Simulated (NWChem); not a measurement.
Species: InHCl$_{2}$; SMILES [Cl][InH][Cl]

def2 effective core potentials on In; no spin-orbit coupling.

Question: Give the equilibrium geometry at PBE0/def2-SVP with def2 effective core potentials on In (NWChem) as a Z-matrix, with the point group.

Answer: point group C2v; any orientation.
```
In
H 1 1.7023
Cl 1 2.3392 2 123.81
Cl 1 2.3392 2 123.81 3 180.00
```
